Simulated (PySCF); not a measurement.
Harmonic spectrum computed at PBE0 in the def2-SVP basis family (core potentials from Rb on, PySCF, no spin–orbit coupling):

```tsv
ω (cm⁻¹)	IR (km/mol)
127	4.5
192	9.7
196	6.4
676	47.8
719	0.1
726	177
```

**Question.** Which molecule gave it? In each, all ligands are bound to the one heavy central atom.
A. OsF₃ (quartet)
B. IrF₃ (triplet)
C. RhF₃ (triplet)
D. ReF₃ (quintet)
E. PdF₃ (doublet)

**Answer.** B. It has C2v symmetry with Ir–F 1.838 Å (×2), Ir–F 1.852 Å.
